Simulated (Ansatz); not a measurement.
Species: sum formula SiBrCl, net charge -1, doublet state. 
Geometry from a B3LYP-D3(BJ)/def2-TZVP (Ansatz, a program for electronic structure) optimisation:
```xyz
3

Si    -0.3760     0.4239     1.2063
Br     0.9402    -0.9324    -0.3641
Cl    -1.6260     1.5705    -0.2437
```
Charge -1, spin multiplicity 2.

Basis-set convergence of Hartree-Fock and MP2 correlation energies (hartree) with Ansatz. Valence correlation only, unless marked. Open shells are spin-unrestricted. Spin-orbit coupling is left out. The frozen core is the preceding noble-gas configuration, with the filled d and f shells of earlier blocks. Non-relativistic. This anion needs diffuse functions, which these sets lack.

```
basis       functions        E(HF)  E(corr, MP2)
----------  ---------  -----------  ------------
def2-SVP           68  -3320.39234      -0.31942
def2-TZVPP        132          ___           ___
```

**Question.** Some entries are withheld; supply them.

**Answer.** 
- def2-TZVPP, E(HF): -3320.97412
- def2-TZVPP, E(corr, MP2): -0.44567
